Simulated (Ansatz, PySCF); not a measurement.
SiBr₂, SMILES Br[Si]Br (connectivity only; charge and spin as stated), neutral, multiplicity 1. Atoms are numbered in the order given.

```xyz
3

Si     0.0000     0.0000     1.1898
Br     0.0000     1.7683    -0.2326
Br     0.0000    -1.7683    -0.2326
```
Charge 0, spin multiplicity 1.

Geometry optimised at B3LYP-D3(BJ)/def2-TZVP. The isomer is the one that the SMILES or the coordinates give; other isomers of the formula were not compared.

Two levels are set side by side: PBE-D3(BJ)/def2-TZVP (Ansatz, a quantum-chemistry and plane-wave program) and B3LYP-D3(BJ)/def2-TZVP (Ansatz). Each level has its own optimised geometry; the coordinates shown are those of the second. Frequencies come from the Hessian of PySCF at each geometry. Differences are taken from unrounded values.

| quantity | B3LYP-D3(BJ) |
|---|---|
| mean bond length (Å) | 2.269 |
| bond Si1–Br2 (Å) | 2.269 |
| bond Si1–Br3 (Å) | 2.269 |
| highest harmonic wavenumber (cm⁻¹) | 391 |
| mean harmonic wavenumber (cm⁻¹) | 300 |
| zero-point energy (kcal/mol) | 1.28 |

Problem. What does PBE-D3(BJ) give, and how far is it from B3LYP-D3(BJ)? (Estimate from the structure and the level; the computed values follow.)

Solution. 
```
quantity                            PBE-D3(BJ)  PBE-D3(BJ) minus B3LYP-D3(BJ)
----------------------------------  ----------  -----------------------------
mean bond length (Å)                     2.272                          0.002
bond Si1–Br2 (Å)                         2.272                          0.002
bond Si1–Br3 (Å)                         2.272                          0.002
highest harmonic wavenumber (cm⁻¹)         389                             -1
mean harmonic wavenumber (cm⁻¹)            298                             -2
zero-point energy (kcal/mol)              1.28                          -0.01
```

On these quantities the two levels nearly agree.
